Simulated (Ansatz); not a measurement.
Ansatz (an electronic-structure program) job for Zr(OH)2 (H2O2Zr), SMILES [OH][Zr][OH] (connectivity only; charge and spin as stated), neutral, multiplicity 3, PBE0-D3(BJ)/def2-TZVP. 

Ansatz 0.2 input:
```yaml
crystal:
  periodic: [false, false, false]
  atoms:
    - {symbol: Zr, position_ang: [-0.00000000, -0.00000000, 0.00107058]}
    - {symbol: O, position_ang: [0.00000000, 1.84178825, -0.00127723]}
    - {symbol: H, position_ang: [-0.00000000, 2.79988541, -0.01119376]}
    - {symbol: O, position_ang: [0.00000000, -1.84178824, -0.00127723]}
    - {symbol: H, position_ang: [-0.00000000, -2.79988541, -0.01119375]}
basis:
  gaussian:
    orbitals: def2-TZVP
hamiltonian:
  xc: pbe0
  dispersion: d3bj
magnetization: {spin_polarized: true, initial_magnetization: 2}
relax: {f_tol: 0.002, max_steps: 200}
```

Log of the run:

```
WARN ansatz: RAYON_NUM_THREADS=1 ignored (pool sized by the plan → 1); use --threads N
Functional definition: PBE0
integrals: 0.03 GiB planned
789 factors; their error is unknown
mean field: 0.42 GiB planned
mean field evaluation 1: about -5394.2125 eV, gradient 5.8e1 eV
mean field evaluation 2: about -5358.8985 eV, gradient 1.1e2 eV
mean field evaluation 4: about -5405.0672 eV, gradient 4.4e0 eV
mean field evaluation 8: about -5405.1934 eV, gradient 3.5e-2 eV
mean field evaluation 16: about -5405.1934 eV, gradient 8.0e-5 eV
mean field evaluation 32: about -5405.1934 eV, gradient 4.6e-7 eV
mean field evaluation 64: about -5405.1041 eV, gradient 1.2e0 eV
mean field -5405.19344125 eV, -198.6371951941 hartree, gradient 5.2e-11 eV, S^2 2.004002; 5 other end points of the search recorded, 0 dependent functions left out
the calculation of the forces begins
reference -5405.19348850 eV, -198.6371969307 hartree; 16, 14 occupied and 98, 100 virtual orbitals, 789 factors
relax step   1: F+E_penalty+E_count = -5405.25045022 eV  Δ(F+E_penalty+E_count) = +0.000e0 eV  max|allowed force component| = 3.975e0 eV/Å  Δτ_max = 0.0000 Å  (384 SCF iters, accepted)
these checks for a lower state are left out or cut short: starts, cluster_reference, orbital_swaps, neighbouring_geometries, increment
integrals: 0.03 GiB planned
789 factors; their error is unknown
mean field: 0.42 GiB planned
mean field -5405.55777054 eV, -198.6505840487 hartree, gradient 2.3e-10 eV, S^2 2.004610; 0 other end points of the search recorded, 0 dependent functions left out
the calculation of the forces begins
reference -5405.55781706 eV, -198.6505857584 hartree; 16, 14 occupied and 98, 100 virtual orbitals, 789 factors
relax step   2: F+E_penalty+E_count = -5405.61382084 eV  Δ(F+E_penalty+E_count) = -3.634e-1 eV  max|allowed force component| = 2.379e-1 eV/Å  Δτ_max = 0.1008 Å  (161 SCF iters, accepted)
these checks for a lower state are left out or cut short: starts, cluster_reference, orbital_swaps, neighbouring_geometries, increment
integrals: 0.03 GiB planned
789 factors; their error is unknown
mean field: 0.42 GiB planned
mean field evaluation 96: about -5405.5256 eV, gradient 4.6e-4 eV
mean field -5405.55848505 eV, -198.6506103063 hartree, gradient 2.2e-10 eV, S^2 2.004627; 0 other end points of the search recorded, 0 dependent functions left out
the calculation of the forces begins
reference -5405.55853156 eV, -198.6506120157 hartree; 16, 14 occupied and 98, 100 virtual orbitals, 789 factors
relax step   3: F+E_penalty+E_count = -5405.61451493 eV  Δ(F+E_penalty+E_count) = -6.941e-4 eV  max|allowed force component| = 2.833e-2 eV/Å  Δτ_max = 0.0032 Å  (176 SCF iters, accepted)
these checks for a lower state are left out or cut short: starts, cluster_reference, orbital_swaps, neighbouring_geometries, increment
integrals: 0.03 GiB planned
789 factors; their error is unknown
mean field: 0.42 GiB planned
mean field evaluation 128: about -5405.5585 eV, gradient 1.7e-6 eV
mean field -5405.55850453 eV, -198.6506110222 hartree, gradient 3.1e-9 eV, S^2 2.004627; 0 other end points of the search recorded, 0 dependent functions left out
the calculation of the forces begins
reference -5405.55855105 eV, -198.6506127318 hartree; 16, 14 occupied and 98, 100 virtual orbitals, 789 factors
relax step   4: F+E_penalty+E_count = -5405.61453517 eV  Δ(F+E_penalty+E_count) = -2.024e-5 eV  max|allowed force component| = 5.116e-3 eV/Å  Δτ_max = 0.0014 Å  (102 SCF iters, accepted)
these checks for a lower state are left out or cut short: starts, cluster_reference, orbital_swaps, neighbouring_geometries, increment
integrals: 0.03 GiB planned
789 factors; their error is unknown
mean field: 0.42 GiB planned
mean field -5405.55851808 eV, -198.6506115203 hartree, gradient 1.6e-10 eV, S^2 2.004626; 0 other end points of the search recorded, 0 dependent functions left out
the calculation of the forces begins
reference -5405.55856460 eV, -198.6506132300 hartree; 16, 14 occupied and 98, 100 virtual orbitals, 789 factors
relax step   5: F+E_penalty+E_count = -5405.61454909 eV  Δ(F+E_penalty+E_count) = -1.392e-5 eV  max|allowed force component| = 7.361e-3 eV/Å  Δτ_max = 0.0032 Å  (168 SCF iters, accepted)
these checks for a lower state are left out or cut short: starts, cluster_reference, orbital_swaps, neighbouring_geometries, increment
integrals: 0.03 GiB planned
789 factors; their error is unknown
mean field: 0.42 GiB planned
mean field evaluation 160: about -5405.5586 eV, gradient 6.9e-6 eV
[...]
these checks for a lower state are left out or cut short: starts, cluster_reference, orbital_swaps, neighbouring_geometries, increment
integrals: 0.03 GiB planned
789 factors; their error is unknown
mean field: 0.42 GiB planned
mean field -5405.56851108 eV, -198.6509787563 hartree, gradient 1.2e-6 eV, S^2 2.004475; 0 other end points of the search recorded, 0 dependent functions left out
the calculation of the forces begins
reference -5405.56855754 eV, -198.6509804635 hartree; 16, 14 occupied and 98, 100 virtual orbitals, 789 factors
relax step  13: F+E_penalty+E_count = -5405.62465099 eV  Δ(F+E_penalty+E_count) = -4.938e-3 eV  max|allowed force component| = 9.630e-2 eV/Å  Δτ_max = 0.0489 Å  (57 SCF iters, accepted)
these checks for a lower state are left out or cut short: starts, cluster_reference, orbital_swaps, neighbouring_geometries, increment
integrals: 0.03 GiB planned
789 factors; their error is unknown
mean field: 0.42 GiB planned
mean field evaluation 352: about -5405.5712 eV, gradient 1.9e-6 eV
mean field -5405.57120523 eV, -198.6510777643 hartree, gradient 1.9e-6 eV, S^2 2.004318; 0 other end points of the search recorded, 0 dependent functions left out
the calculation of the forces begins
reference -5405.57125136 eV, -198.6510794597 hartree; 16, 14 occupied and 98, 100 virtual orbitals, 789 factors
relax step  14: F+E_penalty+E_count = -5405.62748961 eV  Δ(F+E_penalty+E_count) = -2.839e-3 eV  max|allowed force component| = 6.458e-1 eV/Å  Δτ_max = 0.1669 Å  (58 SCF iters, accepted)
these checks for a lower state are left out or cut short: starts, cluster_reference, orbital_swaps, neighbouring_geometries, increment
integrals: 0.03 GiB planned
789 factors; their error is unknown
mean field: 0.42 GiB planned
mean field -5405.57960218 eV, -198.6513863468 hartree, gradient 2.9e-6 eV, S^2 2.004279; 0 other end points of the search recorded, 0 dependent functions left out
the calculation of the forces begins
reference -5405.57964837 eV, -198.6513880441 hartree; 16, 14 occupied and 98, 100 virtual orbitals, 789 factors
relax step  15: F+E_penalty+E_count = -5405.63595025 eV  Δ(F+E_penalty+E_count) = -8.461e-3 eV  max|allowed force component| = 2.249e-1 eV/Å  Δτ_max = 0.0103 Å  (62 SCF iters, accepted)
these checks for a lower state are left out or cut short: starts, cluster_reference, orbital_swaps, neighbouring_geometries, increment
integrals: 0.03 GiB planned
789 factors; their error is unknown
mean field: 0.42 GiB planned
mean field evaluation 384: about -5405.5827 eV, gradient 8.4e-7 eV
mean field -5405.58274353 eV, -198.6515017890 hartree, gradient 1.6e-9 eV, S^2 2.004231; 0 other end points of the search recorded, 0 dependent functions left out
the calculation of the forces begins
reference -5405.58278976 eV, -198.6515034881 hartree; 16, 14 occupied and 98, 100 virtual orbitals, 789 factors
relax step  16: F+E_penalty+E_count = -5405.63917554 eV  Δ(F+E_penalty+E_count) = -3.225e-3 eV  max|allowed force component| = 4.618e-2 eV/Å  Δτ_max = 0.0320 Å  (122 SCF iters, accepted)
these checks for a lower state are left out or cut short: starts, cluster_reference, orbital_swaps, neighbouring_geometries, increment
integrals: 0.03 GiB planned
789 factors; their error is unknown
mean field: 0.42 GiB planned
mean field -5405.58308116 eV, -198.6515141967 hartree, gradient 2.5e-9 eV, S^2 2.004209; 0 other end points of the search recorded, 0 dependent functions left out
the calculation of the forces begins
reference -5405.58312736 eV, -198.6515158948 hartree; 16, 14 occupied and 98, 100 virtual orbitals, 789 factors
relax step  17: F+E_penalty+E_count = -5405.63953535 eV  Δ(F+E_penalty+E_count) = -3.598e-4 eV  max|allowed force component| = 5.794e-2 eV/Å  Δτ_max = 0.0109 Å  (142 SCF iters, accepted)
these checks for a lower state are left out or cut short: starts, cluster_reference, orbital_swaps, neighbouring_geometries, increment
integrals: 0.03 GiB planned
789 factors; their error is unknown
mean field: 0.42 GiB planned
mean field evaluation 416: about -5405.5858 eV, gradient 3.1e-4 eV
mean field -5405.58576739 eV, -198.6516129138 hartree, gradient 6.0e-9 eV, S^2 2.004091; 0 other end points of the search recorded, 0 dependent functions left out
the calculation of the forces begins
reference -5405.58581354 eV, -198.6516146098 hartree; 16, 14 occupied and 98, 100 virtual orbitals, 789 factors
relax step  18: F+E_penalty+E_count = -5405.64240049 eV  Δ(F+E_penalty+E_count) = -2.865e-3 eV  max|allowed force component| = 1.757e-1 eV/Å  Δτ_max = 0.0978 Å  (128 SCF iters, accepted)
these checks for a lower state are left out or cut short: starts, cluster_reference, orbital_swaps, neighbouring_geometries, increment
integrals: 0.03 GiB planned
789 factors; their error is unknown
mean field: 0.42 GiB planned
mean field evaluation 448: about -5405.5870 eV, gradient 2.6e-9 eV
mean field -5405.58696375 eV, -198.6516568794 hartree, gradient 1.4e-9 eV, S^2 2.004053; 0 other end points of the search recorded, 0 dependent functions left out
the calculation of the forces begins
reference -5405.58701001 eV, -198.6516585792 hartree; 16, 14 occupied and 98, 100 virtual orbitals, 789 factors
relax step  19: F+E_penalty+E_count = -5405.64368605 eV  Δ(F+E_penalty+E_count) = -1.286e-3 eV  max|allowed force component| = 5.271e-2 eV/Å  Δτ_max = 0.0297 Å  (115 SCF iters, accepted)
these checks for a lower state are left out or cut short: starts, cluster_reference, orbital_swaps, neighbouring_geometries, increment
integrals: 0.03 GiB planned
789 factors; their error is unknown
mean field: 0.42 GiB planned
mean field -5405.58707072 eV, -198.6516608103 hartree, gradient 4.9e-9 eV, S^2 2.004050; 0 other end points of the search recorded, 0 dependent functions left out
the calculation of the forces begins
reference -5405.58711701 eV, -198.6516625115 hartree; 16, 14 occupied and 98, 100 virtual orbitals, 789 factors
relax step  20: F+E_penalty+E_count = -5405.64380982 eV  Δ(F+E_penalty+E_count) = -1.238e-4 eV  max|allowed force component| = 8.959e-4 eV/Å  Δτ_max = 0.0076 Å  (134 SCF iters, accepted)
these checks for a lower state are left out or cut short: starts, cluster_reference, orbital_swaps, neighbouring_geometries, increment
integrals: 0.03 GiB planned
789 factors; their error is unknown
mean field: 0.42 GiB planned
mean field evaluation 480: about -5405.5871 eV, gradient 3.3e-9 eV
mean field -5405.58706663 eV, -198.6516606602 hartree, gradient 6.3e-9 eV, S^2 2.004048; 0 other end points of the search recorded, 0 dependent functions left out
the calculation of the forces begins
reference -5405.58711293 eV, -198.6516623615 hartree; 16, 14 occupied and 98, 100 virtual orbitals, 789 factors
relax step  21: F+E_penalty+E_count = -5405.64381195 eV  Δ(F+E_penalty+E_count) = -2.139e-6 eV  max|allowed force component| = 1.627e-3 eV/Å  Δτ_max = 0.0029 Å  (111 SCF iters, accepted)
integrals: 0.03 GiB planned
789 factors; their error is unknown
mean field: 0.42 GiB planned
mean field evaluation 512: about -5405.5682 eV, gradient 1.8e0 eV
mean field -5405.58706663 eV, -198.6516606602 hartree, gradient 6.3e-9 eV, S^2 2.004048; 5 other end points of the search recorded, 0 dependent functions left out
the calculation of the forces begins
reference -5405.58711293 eV, -198.6516623615 hartree; 16, 14 occupied and 98, 100 virtual orbitals, 789 factors
Total energy: -5405.64385825 eV, -198.6537477136 hartree
Atom 0 at    -0.000010     0.000000     0.615795 Å, force     0.000015    -0.000000    -0.001428 eV/Å
Atom 1 at     0.000005     1.866536     0.098085 Å, force    -0.000015    -0.001627     0.001090 eV/Å
Atom 2 at    -0.000000     2.667642    -0.417918 Å, force     0.000008     0.000263    -0.000376 eV/Å
Atom 3 at     0.000005    -1.866536     0.098085 Å, force    -0.000015     0.001627     0.001090 eV/Å
Atom 4 at    -0.000000    -2.667642    -0.417918 Å, force     0.000008    -0.000263    -0.000376 eV/Å
Dipole moment:    -0.000004    -0.000000    -0.269508 e Å
```

Self-consistency was reached.

Cost: about 8 core-minutes (a rough figure).
